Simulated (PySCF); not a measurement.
The same gas-phase reaction for F, Cl, Br, I:
- SnF2 + 3 H2 → SnH4 + 2 HF
- SnCl2 + 3 H2 → SnH4 + 2 HCl
- SnBr2 + 3 H2 → SnH4 + 2 HBr
- SnI2 + 3 H2 → SnH4 + 2 HI

Energies from PySCF (xtb for GFN2), thermal terms from the rigid-rotor harmonic-oscillator model, ideal gas at 1 bar. † marks an energy on the PBE0/def2-TZVP geometry and frequencies; other levels use their own. All species are closed-shell singlets. B3LYP is the form with VWN-RPA correlation. I, Sn: scalar-relativistic def2 core potential, no spin-orbit coupling. Br: all electrons, no relativistic terms.

ΔH°(298 K) in kJ, by level:

| level | F | Cl | Br | I |
|---|---|---|---|---|
| ωB97M-V/def2-TZVP† | 142.6 | 171.2 | … | 191.1 |
| M06-2X/def2-TZVP† | 175.3 | 215.3 | … | 246.4 |
| GFN2-xTB | 283.0 | 253.2 | … | 284.4 |
| B3LYP/def2-TZVP† | 174.7 | 198.3 | 218.1 | 220.2 |
| PBE/def2-SVP | 155.9 | 179.7 | … | 204.3 |
| r2SCAN/def2-TZVP† | 162.5 | 190.1 | … | 218.1 |
| ωB97X-V/def2-TZVP† | 141.2 | 161.3 | … | 179.2 |
| LDA/def2-TZVP† | 106.1 | 139.3 | … | 169.6 |

Q: What belongs in the gaps?

A: 
- ωB97M-V/def2-TZVP†, Br: 190.2
- M06-2X/def2-TZVP†, Br: 240.4
- GFN2-xTB, Br: 289.6
- PBE/def2-SVP, Br: 190.6
- r2SCAN/def2-TZVP†, Br: 211.9
- ωB97X-V/def2-TZVP†, Br: 179.3
- LDA/def2-TZVP†, Br: 160.3
